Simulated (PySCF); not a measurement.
Structure with atom numbers: `[CH:1]1=[CH:2][c:3]2[cH:4][cH:5][cH:6][cH:7][c:8]2[CH2:9]1`. Hydrogens are named by the atom that carries them.

Level of theory: structure optimised with PBE0-D3(BJ)/def2-SVP, NMR shieldings at B3LYP/pcSseg-1/GIAO, in PySCF (one averaged value for each set of equivalent atoms, no relativistic terms, single conformer, no solvent).

Referencing at the same level of theory: TMS for ¹³C, ¹H.

```json
{"atoms": "C3", "nucleus": "¹³C", "count": "1", "δ (ppm)": "?"}
{"atoms": "C6", "nucleus": "¹³C", "count": "1", "δ (ppm)": "?"}
{"atoms": "C4", "nucleus": "¹³C", "count": "1", "δ (ppm)": "?"}
{"atoms": "C7", "nucleus": "¹³C", "count": "1", "δ (ppm)": "129.1"}
{"atoms": "H(C9)", "nucleus": "¹H", "count": "2", "δ (ppm)": "3.38"}
{"atoms": "C2", "nucleus": "¹³C", "count": "1", "δ (ppm)": "?"}
{"atoms": "C8", "nucleus": "¹³C", "count": "1", "δ (ppm)": "150.2"}
{"atoms": "C1", "nucleus": "¹³C", "count": "1", "δ (ppm)": "141.9"}
{"atoms": "C9", "nucleus": "¹³C", "count": "1", "δ (ppm)": "42.2"}
{"atoms": "H(C5)", "nucleus": "¹H", "count": "1", "δ (ppm)": "7.26"}
{"atoms": "H(C2)", "nucleus": "¹H", "count": "1", "δ (ppm)": "6.94"}
{"atoms": "H(C6)", "nucleus": "¹H", "count": "1", "δ (ppm)": "?"}
{"atoms": "H(C7)", "nucleus": "¹H", "count": "1", "δ (ppm)": "7.41"}
{"atoms": "H(C1)", "nucleus": "¹H", "count": "1", "δ (ppm)": "6.54"}
{"atoms": "H(C4)", "nucleus": "¹H", "count": "1", "δ (ppm)": "7.40"}
{"atoms": "C5", "nucleus": "¹³C", "count": "1", "δ (ppm)": "132.4"}
```

Problem. Complete the table.

Solution. 
- C3: 151.0 ppm, substituted aromatic carbon
- C2: 141.2 ppm, alkene CH; an sp2 carbon of a C=C bond
- C6: 130.5 ppm, aromatic CH; the aromatic region
- C4: 126.5 ppm, aromatic CH; the aromatic region
- H(C6): 7.15 ppm, hydrogen on an aromatic CH; the ring current deshields protons in the ring plane

Shifts are as computed. Against solution values, carbons near 30 ppm lie about +2 ppm off and those near 130 ppm about +6 ppm. Of 1211 compounds with measured shifts, 218 miss one by over three times the rms of a fit or turn the order of signals round; such compounds aren't used in these exercises.
